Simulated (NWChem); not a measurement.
# SiHCl, singlet; SMILES Cl[SiH]

```xyz
3

Si    -0.1098    -1.1028     0.0000
H      1.4136    -1.3158     0.0000
Cl    -0.0118     0.9852     0.0000
```
Atoms are numbered in this order, from 1.

Computed with NWChem. Geometry optimised at PBE0/def2-SVP; all other runs use it. Low-valent species are run as closed-shell singlets; no triplet was tried in these runs.

```tsv
quantity	level	value
isotropic polarisability (bohr³), static	PBE0/def2-SVPD	46.0
vertical, lowest excitation, singlet (eV)	PBE0/def2-SVPD, TDA	2.77
vertical ionisation energy, ΔSCF (eV)	PBE0/def2-SVP	9.35
cavity-dispersion-structure term (kcal/mol) in water	PBE0/def2-SVP, SMD	(withheld)
dipole (D)	PBE0/def2-SVP	(withheld)
highest harmonic frequency (cm⁻¹)	PBE0/def2-SVP	(withheld)
```

Problem. Some entries are withheld; supply them.

Solution. 
- cavity-dispersion-structure term (kcal/mol) in water, value: 0.9
- dipole (D), value: 1.00
- highest harmonic frequency (cm⁻¹), value: 2019
